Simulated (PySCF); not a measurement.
**Shifts of the heteroatoms**

Geometry:
| atom | x (Å) | y (Å) | z (Å) |
| --- | --- | --- | --- |
| C1 | -1.958 | -0.687 | -0.980 |
| N2 | -0.856 | 0.073 | -0.427 |
| C3 | -1.311 | 1.242 | 0.296 |
| Si4 | 0.641 | -0.687 | -0.099 |
| O5 | 0.633 | -1.561 | 1.261 |
| O6 | 1.147 | -1.611 | -1.328 |
| O7 | 1.743 | 0.571 | 0.187 |
| C8 | 2.470 | 1.131 | -0.737 |
| O9 | 2.494 | 0.840 | -1.900 |
| H10 | -2.549 | -0.045 | -1.636 |
| H11 | -2.611 | -1.076 | -0.191 |
| H12 | -1.569 | -1.523 | -1.552 |
| H13 | -1.950 | 0.966 | 1.142 |
| H14 | -1.883 | 1.885 | -0.378 |
| H15 | -0.455 | 1.795 | 0.673 |
| H16 | 1.384 | -2.090 | 1.523 |
| H17 | 1.520 | -1.151 | -2.085 |
| H18 | 3.100 | 1.933 | -0.309 |

How the numbers were obtained: GIAO PBE0/pcSseg-1 shieldings, coordinates at the GFN2-xTB level, in PySCF 2.14 (a single conformation, isolated molecule, fast rotation and ring inversion assumed for equivalent nuclei, relativity neglected).

Question: What are the 29Si shifts?

Answer: 
```csv
atoms,environment,σ (ppm),δ (ppm)
Si4,"silicon bonded to N, 3 O",417.1,-62.9
```

Shieldings were converted by a linear fit to measured shifts: 29Si (scatter 8.9 ppm rms, 25.8 ppm with the 6 outliers that the fit left out vs TMS, solution or neat liquid). Occasional misses reach two or three times the rms, and more in compound classes unlike the fitted ones.

On a 300 MHz spectrometer 29Si resonates near 59.6 MHz, so 1 ppm is 59.6 Hz.

Question: Where does 15N resonate?

Answer: 
| atoms | environment | σ (ppm) | δ (ppm) |
| --- | --- | --- | --- |
| N2 | nitrogen bonded to 2 C, Si | 233.8 | -363.5 |

Shieldings were converted by a linear fit to measured shifts: 15N (scatter 6.3 ppm rms vs CH3NO2, solution or neat liquid). A few per cent of atoms miss by over 2 rms, more outside the fitted compound classes.

On a 500 MHz spectrometer 15N resonates near 50.7 MHz, so 1 ppm is 50.7 Hz.

Question: Where does 17O resonate?

Answer: 
```csv
atoms,environment,σ (ppm),δ (ppm)
O9,carbonyl oxygen,-107.7,364.8
O7,"oxygen bonded to C, Si",105.6,170.5
O5/O6,"oxygen bonded to Si, H",281.5,10.3
```

Shieldings were converted by a linear fit to measured shifts: 17O: δ = 266.70 − 0.911σ (rms 10.7 ppm, 155 shifts, 12.2 ppm with the 3 outliers that the fit left out vs liquid water, solution or neat liquid). A few per cent of atoms miss by over 2 rms, more outside the fitted compound classes.

On a 400 MHz spectrometer 17O resonates near 54.2 MHz, so 1 ppm is 54.2 Hz.
